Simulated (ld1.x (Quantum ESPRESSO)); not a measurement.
Varying the TM potential for zirconium

Base potential:

ld1.x (Quantum ESPRESSO) 7.5 input, shortened:

```
&input
   title='Zr', zed=40., rel=0, dft='PZ', iswitch=3,
   config='[Kr] 4d2 5s1.75 5p0.25'
 /
 &inputp
   pseudotype=2, tm=.true., lloc=2,
   nlcc=.true.
 /
3
4S  1  0   2.00   0.00  1.65  1.65  0.0
4P  2  1   6.00   0.00  1.60  1.60  0.0
4D  3  2   2.00   0.00  2.10  2.10  0.0
 &test
   configts(1)='4s2 4p6 4d2 5s1.75 5p0.25'
 /
```

Occupied shells without a wave of their own: 5p, 5s. They enter only through the test configuration that unscreens the potential, and ld1.x also counts them in the model core charge.

All-electron outer shells of the reference configuration (LDA (PZ), non-relativistic, ld1.x):

| shell | level (eV) | outermost node (bohr) | outermost maximum (bohr) |
| --- | --- | --- | --- |
| 3d | -178.39 | – | 0.35 |
| 4s | -52.51 | 0.56 | 1.10 |
| 4p | -32.58 | 0.57 | 1.19 |
| 5s | -4.61 | 1.50 | 3.19 |
| 4d | -4.36 | 0.58 | 1.59 |
| 5p | -1.74 | 1.71 | 4.10 |

Cutoffs, loose and tight: the cutoffs (Ry, on a coarse ladder) from which the occupation-weighted sum of valence levels, in a spherical-Bessel basis at the reference potential, stays within 10 and 1 mRy of its value at 400 Ry. They do not see the model core or the augmentation charge, which bear on the density cutoff. Test errors are all-electron minus pseudo excitation energies from the reference, over the configurations 4s2 4p6 4d2 5s2 5p0; 4s2 4p6 4d2 5s1 5p0; 4s2 4p6 4d2 5s0 5p0; 4s2 4p5 4d2 5s2 5p0; 4s2 4p6 4d1 5s2 5p1; 4s2 4p6 4d2 5s1 5p1; 4s2 4p6 4d0 5s0 5p0 (two spin-polarised tests are not counted in the largest error). A dash means not determined; rows that change the core or the reference have their own tests.

With those shells counted twice in exchange and correlation these files are broken, and their errors move erratically; no question is asked of them.

| change | outcome | cutoff, loose | cutoff, tight | bound ghosts | largest test error (meV) |
| --- | --- | --- | --- | --- | --- |
| base | generated | 50 Ry | 90 Ry | none | -1741 |
| wave 4p (bound): rc 1.60 bohr becomes 4p (bound): rc 1.06 bohr | generated | 140 Ry | 260 Ry | none | -1741 |
| wave 4p (bound): rc 1.60 bohr becomes 4p (bound): rc 1.24 bohr | generated | 60 Ry | 110 Ry | none | -1740 |
| wave 4p (bound): rc 1.60 bohr becomes 4p (bound): rc 1.40 bohr | generated | 60 Ry | 100 Ry | none | -1741 |
| wave 4p (bound): rc 1.60 bohr becomes 4p (bound): rc 1.52 bohr | generated | 55 Ry | 90 Ry | none | -1741 |
| wave 4p (bound): rc 1.60 bohr becomes 4p (bound): rc 1.76 bohr | generated | 50 Ry | 80 Ry | none | -1743 |
| wave 4p (bound): rc 1.60 bohr becomes 4p (bound): rc 1.88 bohr | generated | 50 Ry | 70 Ry | none | -1745 |
| wave 4p (bound): rc 1.60 bohr becomes 4p (bound): rc 2.04 bohr | generated | 50 Ry | 70 Ry | none | -1748 |
| wave 4p (bound): rc 1.60 bohr becomes 4p (bound): rc 2.24 bohr | generated | 50 Ry | 70 Ry | none | -1751 |
| wave 4p (bound): rc 1.60 bohr becomes 4p (bound): rc 2.40 bohr | generated | 50 Ry | 70 Ry | none | -1751 |

Reading the sweep of the p radius (base included, trends over the rows without a ghost): The loose cutoff falls from 140 Ry at 1.06 to 50 Ry at 2.4 bohr. A larger radius leaves more room for a smooth pseudo-wave, so fewer plane waves are needed; a smaller one forces it to follow the all-electron wave where it bends sharply. The median size of the test errors (rows with all tests solved) falls from 79.2 meV at 1.06 to 59.5 meV at 2.4 bohr. This runs against the usual rule that a larger radius transfers worse; these runs do not show why.
